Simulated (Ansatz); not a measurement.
Gas-phase electronic energies from Ansatz, PBE0-D4/def2-TZVP geometries. CCSD(T)/CBS is the MP2 limit (def2-TZVPP, def2-QZVPP) plus CCSD(T) − MP2 in def2-TZVPP, frozen cores. This one scheme is used for every species. DFT in def2-TZVPP. B3LYP here is the variant with VWN-RPA as its local correlation; programs differ in this. For Ge outer-core shells are correlated without core-valence functions, which leaves a few kJ/mol of doubt a bond. Scalar relativity is left out up to krypton. One conformer a species, not always the lowest.

`[GeH3][SiH2][GeH2][SiH2][GeH3]` + `BO` → `BO[SiH2][GeH3]` + `[GeH3][SiH2][GeH3]`  (cleavage of the Si–Ge bond)

| level | ΔE (eV) |
| --- | --- |
| PBE-D4 | -0.25 |
| PBE0-D4 | -0.29 |
| B3LYP-D4 | -0.45 |
| ωB97M-V | -0.47 |
| r2SCAN | -0.45 |
| SCS-MP2/def2-TZVPP | -0.52 |
| CCSD/def2-TZVPP | -0.48 |
| MP2/def2-QZVPP | -0.44 |

Problem. What does CCSD(T)/CBS give? (An estimate is asked.)

Solution. Computed: -0.43 eV. The listed levels differ from it by 0.18, 0.14, -0.02, -0.04, -0.02, -0.09, -0.05, -0.01 eV.

Largest T1 diagnostic among the species: 0.014.

In def2-TZVPP, CCSD(T) changes the Hartree–Fock value by +0.38 eV (the triples alone add +0.05 eV) and MP2 by +0.38 eV. From PBE to PBE0 (25 % exact exchange), in def2-TZVPP and without D4, ΔE moves by −0.05 eV.
